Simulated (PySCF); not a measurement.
Simulation results for C₂H₈AlB, CH₇BSi₂

Computed with PySCF 2.14.0. Calculation on a computer-drawn molecule: optimised geometry and harmonic frequencies of an isolated molecule of the commonest isotopes, restricted reference for singlets and unrestricted otherwise, frozen core in MP2.

Common to all runs: charge 0; multiplicity 1; method HF; basis cc-pV(D+d)Z.

```yaml
- entry: 1
  formula: C2H8AlB
  start_structure:
    atoms_angstrom:
      - [B, -1.9123, 0.4147, -0.5067]
      - [C, -0.5142, 0.5247, -0.0343]
      - [Al, 0.4232, -0.3761, -1.5975]
      - [C, 1.0559, 0.5313, -3.2336]
      - [H, -2.3553, 1.3772, -1.1404]
      - [H, -2.6752, -0.4743, -0.3393]
      - [H, -0.0212, 1.4155, 0.1218]
      - [H, -0.2887, -0.2121, 0.8477]
      - [H, 0.711, -1.9066, -1.4478]
      - [H, 1.819, 1.312, -3.097]
      - [H, 0.2135, 1.0622, -3.8012]
      - [H, 1.4739, -0.2516, -3.9295]
  given:
    drawn_bonds_atom: [1, 2, 3, 1, 1, 2, 2, 3, 4, 4, 4]
    drawn_bonds_other_atom: [2, 3, 4, 5, 6, 7, 8, 9, 10, 11, 12]
    drawn_bonds_order: [1, 1, 1, 1, 1, 1, 1, 1, 1, 1, 1]
  results:
    optimised_atom_element: [B, C, Al, C, H, H, H, H, H, H, H, H]
    "optimised_atom_x [angstrom]": [-2.05, -0.5552, 0.5221, 1.093, -2.591, -2.701, -0.175, -0.2617, 0.9801, 2.186, 0.6727, 0.8098]
    "optimised_atom_y [angstrom]": [0.3767, 0.4882, -0.4021, 0.5519, 1.194, -0.5692, 1.517, -0.03433, -1.901, 0.6439, 1.559, -0.006385]
    "optimised_atom_z [angstrom]": [-0.4997, -0.1626, -1.582, -3.199, -1.201, -0.1344, -0.1723, 0.7539, -1.351, -3.228, -3.283, -4.1]
    "modes_frequency [cm^-1]": [24.88, 40.77, 162.7, 188.5, 278.5, 427.1, 542.1, 600.8, 671.0, 680.5, 721.0, 815.5, 894.5, 929.4, 1059, 1112, 1171, 1333, 1337, 1527, 1541, 1545, 1971, 2638, 2696, 3140, 3157, 3204, 3225, 3235]
    "modes_reduced_mass [dalton]": [2.189, 1.067, 2.058, 2.198, 1.367, 1.156, 3.264, 1.186, 1.814, 1.991, 1.08, 1.281, 1.216, 1.196, 2.624, 1.506, 1.277, 1.238, 1.264, 1.164, 1.055, 1.056, 1.042, 1.054, 1.126, 1.037, 1.055, 1.097, 1.105, 1.1]
    "rotational_constants [GHz]": [11.12, 2.935, 2.663]
    "total_energy [hartree]": -346.9944
    "convergence_status_largest_gradient_component [hartree/bohr]": 2.254e-05
- entry: 2
  formula: CH7BSi2
  start_structure:
    atoms_angstrom:
      - [B, -0.9819, 1.6806, -1.8795]
      - [C, -0.3846, 2.1945, -0.8709]
      - [Si, -0.4428, 4.045, -0.2483]
      - [Si, 0.774, 1.1704, 0.3589]
      - [H, -1.4998, 1.2381, -2.8442]
      - [H, -0.9938, 4.0884, 1.0904]
      - [H, -1.3231, 4.7573, -1.189]
      - [H, 0.8224, 4.6158, -0.2725]
      - [H, 0.8703, -0.2313, -0.0994]
      - [H, 2.174, 1.7066, 0.3149]
      - [H, 0.2345, 1.1519, 1.7231]
  given:
    drawn_bonds_atom: [1, 2, 2, 1, 3, 3, 3, 4, 4, 4]
    drawn_bonds_other_atom: [2, 3, 4, 5, 6, 7, 8, 9, 10, 11]
    drawn_bonds_order: [2, 1, 1, 1, 1, 1, 1, 1, 1, 1]
  results:
    optimised_atom_element: [B, C, Si, Si, H, H, H, H, H, H, H]
    "optimised_atom_x [angstrom]": [-0.9095, -0.2659, -0.4963, 0.7928, -1.461, -1.09, -1.396, 0.8012, 0.7742, 2.197, 0.3022]
    "optimised_atom_y [angstrom]": [1.729, 2.244, 4.049, 1.101, 1.288, 4.227, 4.681, 4.765, -0.2667, 1.573, 1.027]
    "optimised_atom_z [angstrom]": [-1.789, -0.6915, -0.3001, 0.3262, -2.73, 1.046, -1.296, -0.3208, -0.2489, 0.3643, 1.723]
    "modes_frequency [cm^-1]": [121.6, 135.2, 136.3, 157.7, 228.0, 513.4, 683.0, 689.9, 768.5, 771.2, 778.0, 796.2, 998.3, 1023, 1025, 1026, 1042, 1046, 1057, 1618, 2290, 2292, 2293, 2297, 2305, 2314, 2941]
    "modes_reduced_mass [dalton]": [1.02, 2.336, 1.24, 3.525, 2.508, 5.333, 1.17, 1.109, 1.32, 1.35, 1.327, 2.059, 2.129, 1.184, 1.042, 1.041, 1.105, 1.047, 1.093, 6.25, 1.049, 1.05, 1.048, 1.051, 1.019, 1.022, 1.137]
    "rotational_constants [GHz]": [7.054, 2.745, 2.07]
    "total_energy [hartree]": -644.4620
    "convergence_status_largest_gradient_component [hartree/bohr]": 1.749e-05
```
